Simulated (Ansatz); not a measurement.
An input meant for the cluster LiAg₆²⁺ (charge 2, doublet; scaled by 0.92; with a point charge).

```yaml
crystal:
  periodic: [false, false, false]
  atoms:
    - {symbol: Li, position_ang: [1.074991, 0.613734, 0.406863]}
    - {symbol: Ag, position_ang: [0.882922, -1.945861, 0.525015]}
    - {symbol: Ag, position_ang: [1.072196, -0.758590, -1.765448]}
    - {symbol: Ag, position_ang: [-1.252380, 1.646304, 0.749951]}
    - {symbol: Ag, position_ang: [-0.976345, -0.557396, -0.369533]}
    - {symbol: Ag, position_ang: [-0.553918, -0.459531, 2.079471]}
    - {symbol: Ag, position_ang: [-0.247474, 1.461349, -1.626319]}
basis:
  gaussian: {orbitals: STO-3G, point_charges: [{charge: 0.50, position_ang: [5.790, -0.878, 0.193]}]}
total_charge: 2
magnetization: {spin_polarized: true, initial_magnetization: 1}
hamiltonian: {xc: {name: HF}}
correlation: {method: mp2, frozen_orbitals: {Li: 9}}
accuracy: high
```

```sh
$ ansatz run in.yaml --threads 4 --pin off --events-out ev --progress --plain --max-ram 4787MiB
```

Output, abridged:

```
Functional definition: HF
Error: "frozen_orbitals" has no count for Ag
```

Question: What is wrong with this run?

Answer: Frozen orbitals are typed for one element alone, and the program wants a count for each (the count typed has to fit that element's core, too). The program refused the input.
